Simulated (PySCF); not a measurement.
## Vibration and rotation of NaPb⁺

r²SCAN constants of NaPb⁺, ³Π (triplet), unpaired electrons σ ↑, π ↑ (PySCF, scalar-relativistic core potentials, basis sets Na aug-cc-pVDZ, Pb aug-cc-pVDZ-PP with ECP60; masses 22.9898 and 207.9766 u):

| Quantity | Value |
| --- | --- |
| ωe | 102.5 cm⁻¹ |
| ωexe | 0.493 cm⁻¹ |
| Be | 0.067786 cm⁻¹ |
| αe | 0.000490 cm⁻¹ |
| D (centrifugal) | 1.19e-07 cm⁻¹ |

**Question.** Give the vibrational terms G(v) and spacings up to v = 6.

**Answer.** G(v) = ωe(v+½) − ωexe(v+½)².

| v | G(v) (cm⁻¹) | G(v) − G(v−1) | Bv (cm⁻¹) |
| --- | --- | --- | --- |
| 0 | 51.1 |  | 0.06754 |
| 1 | 152.6 | 101.5 | 0.06705 |
| 2 | 253.2 | 100.5 | 0.06656 |
| 3 | 352.7 | 99.5 | 0.06607 |
| 4 | 451.3 | 98.6 | 0.06558 |
| 5 | 548.8 | 97.6 | 0.06509 |
| 6 | 645.4 | 96.6 | 0.06460 |

Spin–orbit coupling is left out, which matters for elements this heavy, above all for dissociation energies. The state was picked by a PBE0 search and need not be the measured ground state.
